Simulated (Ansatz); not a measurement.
AlH$_{7}$OSiSn, SMILES `O[SiH2][AlH][SnH3]`, relaxed with RKS PBE-D4/def2-SVP in Ansatz 0.2.0 from a rough embedded geometry. The force threshold is 0.03 eV/Å; the program also tests the step.

Charge 0, multiplicity 1. Sn takes the def2 core potential.

Start:

```xyz
11

O     2.241   -0.391    0.557
Si    1.667    1.131    0.236
Al   -0.651    0.970   -0.171
Sn   -1.847   -1.292   -0.053
H     2.100   -0.951   -0.278
H     2.355    1.705   -0.936
H     1.918    2.014    1.422
H    -1.476    2.353   -0.438
H    -1.113   -2.360   -1.342
H    -1.640   -2.046    1.463
H    -3.554   -1.135   -0.460
```

Task: By how much does the energy fall, and how many steps does the optimiser take? (Best estimate.)

Result: The calculation gave: 33.18 kJ/mol, in 13 steps.

Task: Which bonds change most? (An estimate is asked.)

Result: The calculation gave: Al3–Sn4 from 2.562 to 2.675 Å; Si2–Al3 from 2.359 to 2.472 Å; Sn4–H9 from 1.827 to 1.744 Å; O1–Si2 from 1.658 to 1.700 Å.

Task: Give the relaxed structure. (Best estimate.)

Result: The calculation gave: 
```xyz
11

O     2.044   -0.522    0.382
Si    1.668    1.120    0.152
Al   -0.787    1.272   -0.097
Sn   -1.754   -1.222   -0.087
H     1.673   -1.120   -0.293
H     2.422    1.722   -1.018
H     2.176    1.810    1.390
H    -1.702    2.585   -0.215
H    -0.637   -2.251   -0.944
H    -1.793   -1.870    1.521
H    -3.309   -1.523   -0.790
```
